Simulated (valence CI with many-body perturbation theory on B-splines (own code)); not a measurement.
**Hf: electric-dipole lines**

Computed by valence CI with perturbative core correlation (CI+MBPT): four valence electrons over a frozen Dirac-Fock core [Xe] 4f14, a basis of 7 s, 7 p, 8 d, 6 f, 4 g, 1 h functions for each j, with the one-electron correlation potential Σ1, the two-electron term Σ2, the three-electron term Σ3, Breit, model QED; selected CI, second order for the rest, scaled by the run's own slope (own B-spline code, finite nucleus).

Against 28 measured levels this calculation errs by 252 cm⁻¹ on average and by 727 at most. These come from a selection out of the NIST Handbook of Basic Atomic Spectroscopic Data. Levels without a partner in it may be off by more, other configurations by 1,000 to 4,000 cm⁻¹. Among the levels kept, up to 870 cm⁻¹ of a level comes from second order outside the variational space, and about a tenth of that is noise between levels of different J, which matters for small intervals.

Lines 201 to 250 of 558 in falling wavelength, among levels below 5.681 eV, chosen from the strongest by gf and those to the six lowest levels. Wavelengths and rates use the calculated energies, so an error of 300 cm⁻¹ moves a line at 477.9 nm by 1.4 % and its rate by three times that or more. Electric multipoles are in the length gauge, E1 and E2 with the static RPA response of the core. Weak lines are less certain than strong ones. Lines between different terms over intervals too small for the method are left out, as are lines whose strength nearly cancels. Where a level lies close to another of its J and parity, the split of strength between their lines is uncertain. The highest levels of a list are the least certain.

Names give the largest LS component (configuration and term), which can be under half, so a name can repeat, a term be missing and a line seem to break the LS rules; names also repeat where a configuration has a term twice. Letters in brackets count levels of one name in rising energy.

| λ vac (nm) | λ from measured levels | Upper | Lower | A (s⁻¹) | S (a.u.) |
| --- | --- | --- | --- | --- | --- |
| 547.6 |  | 5d 6s 6p2 5F_4 | 5d2 6s 6p 5F°_5 | 2.52e+06 | 1.84e+00 |
| 547.5 |  | 5d2 6s 7s 3F_2 [b] | 5d2 6s 6p 5F°_3 | 5.18e+06 | 2.10e+00 |
| 543.0 |  | 5d 6s 6p2 5F_1 | 5d2 6s 6p 5F°_1 | 1.96e+07 | 4.64e+00 |
| 539.6 |  | 5d 6s 6p2 5F_2 [b] | 5d2 6s 6p 5F°_2 | 7.06e+06 | 2.74e+00 |
| 535.5 |  | 5d2 6s 7s 5F_3 | 5d2 6s 6p 5F°_2 | 5.59e+06 | 2.97e+00 |
| 534.1 |  | 5d2 6s 7s 5F_5 | 5d2 6s 6p 5G°_6 | 4.66e+07 | 3.86e+01 |
| 533.3 |  | 5d 6s2 6d 3G_4 | 5d 6s2 6p 1F°_3 | 5.57e+06 | 3.75e+00 |
| 531.0 |  | 5d2 6s 7s 5F_4 | 5d2 6s 6p 5F°_3 | 8.13e+06 | 5.41e+00 |
| 529.8 |  | 5d2 6s 6p 3F°_2 [d] | 5d3 6s 3G_3 | 6.20e+06 | 2.27e+00 |
| 528.8 |  | 5d 6s2 6d 1P_1 | 5d 6s2 6p 1P°_1 | 2.16e+07 | 4.73e+00 |
| 522.1 |  | 5d2 6s 6p 3F°_3 [d] | 5d3 6s 3G_4 | 7.19e+06 | 3.54e+00 |
| 519.3 |  | 5d 6s2 7s 3D_3 | 5d 6s2 6p 3P°_2 | 1.52e+07 | 7.34e+00 |
| 516.6 |  | 5d 6s 6p2 5F_3 [b] | 5d2 6s 6p 5F°_3 | 1.32e+07 | 6.31e+00 |
| 515.5 |  | 5d2 6s 7s 5F_4 | 5d2 6s 6p 5G°_5 | 3.50e+07 | 2.13e+01 |
| 515.3 |  | 5d2 6s 7s 5F_5 | 5d2 6s 6p 5F°_4 | 6.07e+06 | 4.51e+00 |
| 510.3 |  | 5d2 6s 6p 1D°_2 [b] | 5d3 6s 3G_3 | 4.46e+06 | 1.46e+00 |
| 508.3 |  | 5d 6s 6p2 5F_4 | 5d2 6s 6p 5F°_4 | 7.85e+06 | 4.58e+00 |
| 505.6 |  | 5d3 6s 1D_2 [b] | 5d 6s2 6p 3P°_1 | 7.18e+06 | 2.29e+00 |
| 498.1 |  | 5d2 6s 7s 5F_3 | 5d2 6s 6p 5G°_4 | 3.66e+07 | 1.56e+01 |
| 494.7 |  | 5d 6s2 7s 3D_3 | 5d2 6s 6p 5G°_3 | 6.93e+06 | 2.90e+00 |
| 494.0 |  | 5d2 6s 6p 1G°_4 | 5d3 6s 3G_5 | 2.81e+06 | 1.51e+00 |
| 493.9 |  | 5d 6s 6p2 5F_2 [a] | 5d 6s2 6p 3P°_2 | 7.70e+06 | 2.29e+00 |
| 493.0 |  | 5d 6s2 6d 3G_4 | 5d2 6s 6p 5G°_5 | 3.20e+06 | 1.71e+00 |
| 492.4 |  | 5d2 6s 7s 3F_4 | 5d2 6s 6p 5F°_4 | 6.99e+06 | 3.71e+00 |
| 491.5 |  | 5d 6s 6p2 5F_3 [b] | 5d2 6s 6p 5F°_2 | 8.46e+06 | 3.47e+00 |
| 488.7 |  | 5d2 6s 7s 5F_2 | 5d2 6s 6p 5G°_3 | 3.48e+07 | 1.00e+01 |
| 487.6 |  | 5d3 6p 5F°_4 | 5d3 6s 3F_3 [a] | 2.90e+06 | 1.49e+00 |
| 485.4 |  | 5d 6s2 7s 3D_1 | 5d 6s2 6p 1D°_2 | 1.27e+07 | 2.15e+00 |
| 484.4 |  | 5d 6s2 7s 3D_2 | 5d 6s2 6p 3F°_3 | 1.44e+07 | 4.05e+00 |
| 482.1 |  | 5d 6s2 7s 3D_3 | 5d 6s2 6p 3D°_3 | 8.08e+06 | 3.13e+00 |
| 478.1 |  | 5d 6s2 7s 3D_3 | 5d 6s2 6p 3F°_4 | 4.16e+07 | 1.57e+01 |
| 477.9 | 480.2 | 5d 6s2 6p 1P°_1 | 5d2 6s2 1D_2 | 7.94e+06 | 1.28e+00 |
| 477.8 |  | 5d2 6s 7s 3F_2 [a] | 5d 6s2 6p 3P°_2 | 1.30e+07 | 3.51e+00 |
| 477.6 |  | 5d 6s2 7s 3D_1 | 5d 6s2 6p 3D°_1 | 1.08e+07 | 1.74e+00 |
| 477.4 |  | 5d 6s 6p2 5F_4 | 5d2 6s 6p 5F°_3 | 3.08e+06 | 1.49e+00 |
| 474.6 | 477.5 | 5d 6s2 6p 1P°_1 | 5d2 6s2 3P_0 | 2.97e+06 | 4.70e-01 |
| 473.8 |  | 5d 6s 6p2 5F_3 [a] | 5d2 6s 6p 5G°_4 | 1.25e+07 | 4.61e+00 |
| 473.2 |  | 5d2 6s 6p 5F°_5 | 5d2 6s2 3F_4 | 1.12e+06 | 6.46e-01 |
| 472.8 |  | 5d2 6s 6p 3S°_1 [a] | 5d2 6s2 3P_1 | 8.08e+06 | 1.26e+00 |
| 471.2 |  | 5d2 6s 7s 5F_4 | 5d2 6s 6p 5G°_4 | 9.07e+06 | 4.22e+00 |
| 470.6 |  | 5d2 6s 7s 5F_5 | 5d2 6s 6p 5G°_5 | 9.88e+06 | 5.59e+00 |
| 468.7 |  | 5d2 6s 7s 5F_1 | 5d2 6s 6p 5G°_2 | 6.50e+07 | 9.91e+00 |
| 468.4 |  | 5d2 6s 6p 5D°_2 [b] | 5d2 6s2 3P_1 | 1.27e+06 | 3.22e-01 |
| 466.5 | 460.0 | 5d2 6s 6p 5D°_3 [a] | 5d2 6s2 3F_4 | 1.39e+06 | 4.86e-01 |
| 464.8 |  | 5d 6s 6p2 5F_4 | 5d2 6s 6p 5G°_5 | 1.04e+07 | 4.63e+00 |
| 462.8 |  | 5d2 6s 6p 3G°_3 [a] | 5d2 6s2 1D_2 | 2.65e+06 | 9.07e-01 |
| 462.3 |  | 5d2 6s 6p 5D°_1 [b] | 5d2 6s2 1D_2 | 1.22e+07 | 1.79e+00 |
| 462.2 |  | 5d 6s2 6d 3D_3 | 5d 6s2 6p 1F°_3 | 1.55e+07 | 5.29e+00 |
| 462.1 |  | 5d 6s 6p2 5D_2 | 5d2 6s 6p 5F°_3 | 5.67e+06 | 1.38e+00 |
| 461.0 |  | 5d 6s2 6d 1G_4 | 5d 6s2 6p 1F°_3 | 1.51e+07 | 6.58e+00 |
